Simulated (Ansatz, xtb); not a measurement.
Spectroscopic constants of TaB, multiplicity 3 (lowest of 2S+1 = 1, 3, 5, 7 at CCSD(T)/def2-TZVPP on PBE0 minima; our sources give no spin for the ground state, which may be another). No spin–orbit coupling. The T1 diagnostic near the minimum is 0.060, so single-reference values are doubtful.

Constants: fifth-degree fit in 1/R to seven points, most abundant isotopes. Runs in def2 and cc sets follow the lowest solution found near the PBE0 minimum.

The values were computed with Ansatz (Gaussian basis) for Hartree–Fock, density functionals and correlated methods; xtb for the GFN methods. Each number belongs to the level named beside it. In def2 rows elements past Kr take small-core potentials, without spin–orbit coupling. The GFN methods have no spin term and hold the electronic entropy of 300 K.

```json
[
 {"level": "GFN1-xTB", "r_e (Å)": "2.014", "ω_e (cm⁻¹)": "957", "ω_e x_e (cm⁻¹)": "6.8", "dipole (D)": "-"},
 {"level": "GFN2-xTB", "r_e (Å)": "2.017", "ω_e (cm⁻¹)": "742", "ω_e x_e (cm⁻¹)": "8.5", "dipole (D)": "-"},
 {"level": "SVWN5/def2-TZVPP", "r_e (Å)": "1.975", "ω_e (cm⁻¹)": "717", "ω_e x_e (cm⁻¹)": "3.4", "dipole (D)": "2.49"},
 {"level": "wB97X-V/def2-TZVPP", "r_e (Å)": "1.971", "ω_e (cm⁻¹)": "[?]", "ω_e x_e (cm⁻¹)": "3.8", "dipole (D)": "3.06"},
 {"level": "wB97M-V/def2-TZVPP", "r_e (Å)": "[?]", "ω_e (cm⁻¹)": "[?]", "ω_e x_e (cm⁻¹)": "3.7", "dipole (D)": "2.80"}
]
```

### Question
What belongs in the gaps?

### Answer

- wB97M-V/def2-TZVPP, r_e (Å): 1.974
- wB97M-V/def2-TZVPP, ω_e (cm⁻¹): 707
- wB97X-V/def2-TZVPP, ω_e (cm⁻¹): 720

Doubts at one or more of the structures used: a spin-contaminated determinant (SVWN5/def2-TZVPP, wB97X-V/def2-TZVPP, wB97M-V/def2-TZVPP).

Ansatz is a first-principles code.
